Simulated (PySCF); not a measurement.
Run record: geometry optimisation, `C[Te]c1ccccc1`.

Computed with PBE0-D3(BJ)/def2-SVP geometry optimisation, gas phase, def2 core potentials past Kr (PySCF 2.14.0). Start geometry: GFN2-xTB. A driver script takes a list of jobs; this job's settings line and coordinates (Å) are shown.

Input:
```
{"job": {"xc": "PBE0", "basis": "def2-SVP", "d3": "d3bj", "grid": 1, "maxiter": 30, "shake": 0.01, "kind": "geom"}, "charge": 0, "multiplicity": 1}
C      3.187050     0.243610    -0.176910
Te     1.939000    -1.300030    -1.038430
C      0.049610    -0.557030    -0.367440
C     -1.037350    -1.269230    -0.698720
C     -2.319630    -0.846490    -0.293950
C     -2.442860     0.321200     0.467250
C     -1.294860     1.031400     0.805800
C     -0.040300     0.606070     0.389380
H      2.891270     1.237380    -0.574930
H      4.190840     0.047650    -0.432390
H      3.060120     0.281090     0.906160
H     -0.973380    -2.173050    -1.276820
H     -3.223990    -1.397510    -0.562110
H     -3.429220     0.658940     0.797860
H     -1.392630     1.926240     1.392670
H      0.817270     1.187380     0.673310
```

Output:
```
step   0  E = -539.06153992  max force = 0.059115
step   1  E = -539.06777798  max force = 0.008923
step   2  E = -539.06800424  max force = 0.003362
step   3  E = -539.06794071  max force = 0.003761
step   4  E = -539.06806921  max force = 0.000484
step   5  E = -539.06807278  max force = 0.000340
optimisation converged
```

Energies in Eh; «max force» is the largest Cartesian gradient component in Eh/bohr.

Problem. How much energy does the optimisation release, in kcal/mol?

Solution. E(step 0) − E(last step) = 0.006533 Eh, which is 4.1 kcal/mol.

Problem. Give the first gradient maximum in eV/Å.

Solution. With 1 Eh/bohr = 51.422 eV/Å, 3.040 eV/Å.

Summary of the converged run: final energy -539.06807 Eh after 5 steps; dipole 0.99 D.

Problem. Give the final coordinates.

Solution. 0.078 Å rms from the input after alignment:
```
atom  x, y, z in Å
C1     3.1387    0.3841   -0.2758
Te2    1.9990   -1.3213   -0.9072
C3     0.1052   -0.5921   -0.2912
C4    -1.0270   -1.3398   -0.6393
C5    -2.2944   -0.9139   -0.2512
C6    -2.4495    0.2622    0.4828
C7    -1.3240    1.0074    0.8268
C8    -0.0500    0.5854    0.4459
H9     2.7732    1.2879   -0.7793
H10    4.1775    0.1919   -0.5763
H11    3.0913    0.4950    0.8149
H12   -0.9257   -2.2602   -1.2216
H13   -3.1697   -1.5064   -0.5294
H14   -3.4449    0.5962    0.7840
H15   -1.4324    1.9308    1.4016
H16    0.8159    1.1850    0.7330
```

Problem. How long does this job take on Arm Neoverse V1, one thread, no GPU (shared host)? And the peak memory of the process?

Solution. About 92 s, with 0.67 GiB resident at the peak, the Python interpreter and its libraries included.
Labels such as C1 count atoms from 1, the log's own numbers from 0.
